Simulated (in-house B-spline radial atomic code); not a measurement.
Ionisation energies with and without relativity, with size and susceptibility from the Dirac run. Dirac energy differences include first-order Breit, QED and recoil terms. NIST's values go from ground level to ground level; the uncertainty of those that are theory runs from under 0.1 % in few-electron ions to several per cent in heavy many-electron ones. Computed with a radial B-spline atomic code at the basis-set limit: non-relativistic Hartree-Fock and Dirac-Hartree-Fock, averages of the configuration (point nuclei without relativity, finite nuclei with it).

```csv
ion,configuration,configuration after,ionisation non-relativistic (eV),ionisation Dirac Breit and QED (eV),tabulated value (eV),radius at density 0.001 (bohr),diamagnetic susceptibility (10⁻⁶ cm³/mol)
Br4+,[Ar] 3d10 4s2 4p1,[Ar] 3d10 4s2,58.17,58.32,59.595,3.063,-12.591
Kr4+,[Ar] 3d10 4s2 4p2,[Ar] 3d10 4s2 4p1,62.30,62.48,64.69,3.071,-13.637
Rb4+,[Ar] 3d10 4s2 4p3,[Ar] 3d10 4s2 4p2,66.51,66.71,68.44,3.044,-14.406
Sr4+,[Ar] 3d10 4s2 4p4,[Ar] 3d10 4s2 4p3,?,?,?,?,?
Zr4+,[Ar] 3d10 4s2 4p6,[Ar] 3d10 4s2 4p5,79.56,79.85,80.348,2.894,-15.633
Nb4+,[Kr] 4d1,[Ar] 3d10 4s2 4p6,49.93,49.37,50.5728,2.998,-16.598
Mo4+,[Kr] 4d2,[Kr] 4d1,?,?,?,?,?
Tc4+,[Kr] 4d3,[Kr] 4d2,55.92,55.30,57,3.021,-17.671
Ru4+,[Kr] 4d4,[Kr] 4d3,58.88,58.22,59,2.994,-17.934
Rh4+,[Kr] 4d5,[Kr] 4d4,61.82,61.12,63,2.958,-18.079
Pd4+,[Kr] 4d6,[Kr] 4d5,?,?,?,?,?
Ag4+,[Kr] 4d7,[Kr] 4d6,67.68,66.89,65,2.873,-18.123
```

**Question.** Fill in the row of Sr4+.

**Answer.** ionisation non-relativistic (eV): 70.78; ionisation Dirac Breit and QED (eV): 71.01; tabulated value (eV): 70.7; radius at density 0.001 (bohr): 3; diamagnetic susceptibility (10⁻⁶ cm³/mol): -14.964.

**Question.** Fill in the row of Mo4+.

**Answer.** ionisation non-relativistic (eV): 52.94; ionisation Dirac Breit and QED (eV): 52.35; tabulated value (eV): 54.417; radius at density 0.001 (bohr): 3.028; diamagnetic susceptibility (10⁻⁶ cm³/mol): -17.247.

**Question.** Fill in the row of Pd4+.

**Answer.** ionisation non-relativistic (eV): 64.75; ionisation Dirac Breit and QED (eV): 64.01; tabulated value (eV): 61; radius at density 0.001 (bohr): 2.917; diamagnetic susceptibility (10⁻⁶ cm³/mol): -18.134.
